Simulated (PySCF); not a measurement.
F₂OS, SMILES S(F)(F)=O (connectivity only; charge and spin as stated), charge +1, multiplicity 2. Geometry: B3LYP-D3(BJ)/def2-TZVP. The spin state was assumed, not searched.

Method: B3LYP-D3(BJ)/def2-TZVP in PySCF.

Harmonic wavenumbers (cm⁻¹): 373, 389, 439, 862, 933, 1215. Rotational constants (GHz): 9.000, 8.519, 4.778; symmetry number 1.

Task: Work out the zero-point energy and the ideal-gas rigid-rotor harmonic-oscillator thermochemistry at 298.15 K and 1 atm.

Result: ZPE = ½ Σ hcν = ½ × 4211 cm⁻¹ = 25.19 kJ/mol. H − E(el) = 37.88 kJ/mol. Entropy in J/(mol K): translation 164.31, rotation 101.62, vibration 13.50, spin 5.76, total 285.19. G − E(el) = -47.15 kJ/mol. Cp = 56.74 J/(mol K).
